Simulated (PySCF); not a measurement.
This PySCF input asks for the NMR shieldings of SMILES C=CCN1[SiH2]CN[Si@H]1C, C₅H₁₄N₂Si₂; the geometry comes from GFN2-xTB.

```python
import basis_set_exchange as bse
import numpy as np
from pyscf import gto, dft
from pyscf.prop import nmr

atoms = """
C     2.623595    1.515406   -1.070486
C     1.953806    1.135935    0.000930
C     1.684001   -0.288270    0.378442
N     0.274590   -0.524347    0.587783
Si   -0.484803   -0.349831    2.119267
C    -2.239897   -0.827272    1.558642
N    -2.275845   -0.689416    0.116484
Si   -0.805049   -0.820590   -0.752607
C    -0.744600    0.449661   -2.154509
H     2.782069    2.553080   -1.312362
H     3.054039    0.797534   -1.750311
H     1.520758    1.863847    0.673698
H     2.054672   -0.955534   -0.405499
H     2.219226   -0.518520    1.307330
H    -0.432646    1.013432    2.670612
H     0.079972   -1.298193    3.088229
H    -3.001806   -0.182879    2.004630
H    -2.477207   -1.852487    1.866361
H    -3.153812   -0.955617   -0.299102
H    -0.445771   -2.158777   -1.272754
H    -0.987709    1.449371   -1.809234
H    -1.447024    0.186315   -2.938108
H     0.244687    0.484136   -2.597358
"""
names = dict.fromkeys(["C", "N", "Si", "H"], "pcSseg-1")
basis = {el: gto.basis.parse(bse.get_basis(n, elements=[el], fmt="nwchem")) for el, n in names.items()}
mol = gto.M(atom=atoms, basis=basis, charge=0, verbose=0)
mf = dft.RKS(mol, xc="PBE0")
mf.grids.level = 2
mf.grids.alignment = dft.numint.BLKSIZE   # the property module wants whole blocks of grid points
mf.conv_tol = 1e-9
mf.kernel()

calc = nmr.RKS(mf)   # GIAO
C = mf.mo_coeff
Co = C[:, mf.mo_occ > 0]
resp = mf.gen_response(singlet=True, hermi=2)
def vind(x):   # induced exchange potential for any number of trial vectors
    d = np.einsum("pi,xij,qj->xpq", C, 2 * x.reshape(-1, C.shape[1], Co.shape[1]), Co, optimize=True)
    return np.einsum("xpq,pi,qj->xij", resp(d - d.transpose(0, 2, 1)), C, Co, optimize=True).ravel()
mo1, _ = nmr.rhf.solve_mo1(calc, with_cphf=vind)
sigma = calc.kernel(mo1)
for i, s in enumerate(sigma):   # ppm
    w = np.linalg.eigvalsh((s + s.T) / 2)
    print("%2d %-2s iso %8.1f  s11 %8.1f  s22 %8.1f  s33 %8.1f" % (i, mol.atom_pure_symbol(i), w.mean(), *w))
```

Problem. Give the expected output.

Solution. 
```
 0 C  iso     66.9  s11    -44.3  s22     82.7  s33    162.3
 1 C  iso     37.4  s11    -87.3  s22     45.1  s33    154.5
 2 C  iso    136.6  s11    113.3  s22    142.4  s33    154.2
 3 N  iso    239.4  s11    217.5  s22    233.9  s33    266.8
 4 Si iso    380.0  s11    338.4  s22    363.5  s33    437.9
 5 C  iso    158.2  s11    138.9  s22    140.9  s33    194.8
 6 N  iso    244.7  s11    200.2  s22    240.7  s33    293.3
 7 Si iso    353.5  s11    300.6  s22    363.9  s33    396.0
 8 C  iso    181.7  s11    173.9  s22    181.2  s33    190.1
 9 H  iso     26.4  s11     23.1  s22     25.7  s33     30.5
10 H  iso     26.4  s11     22.4  s22     26.4  s33     30.4
11 H  iso     25.4  s11     21.3  s22     25.4  s33     29.3
12 H  iso     28.3  s11     24.3  s22     26.8  s33     33.7
13 H  iso     27.9  s11     22.7  s22     27.6  s33     33.3
14 H  iso     26.6  s11     22.8  s22     24.4  s33     32.5
15 H  iso     26.8  s11     23.4  s22     24.3  s33     32.7
16 H  iso     28.8  s11     23.8  s22     26.4  s33     36.1
17 H  iso     28.7  s11     23.2  s22     26.4  s33     36.6
18 H  iso     31.7  s11     21.5  s22     30.0  s33     43.7
19 H  iso     26.3  s11     23.0  s22     23.8  s33     32.0
20 H  iso     31.7  s11     28.4  s22     29.4  s33     37.3
21 H  iso     31.7  s11     27.4  s22     29.0  s33     38.8
22 H  iso     31.5  s11     26.4  s22     30.8  s33     37.4
```

These numbers come from an equivalent density-fitted implementation of the same equations, which agrees with the script to about 0.01 ppm for H and up to a few tenths of a ppm for heavy atoms, so last digits may differ.

Size and cost of the density-fitted run: 237 basis functions, 64 s wall time on 1 thread of an Arm Neoverse V1, shared host; peak memory 1 GiB.
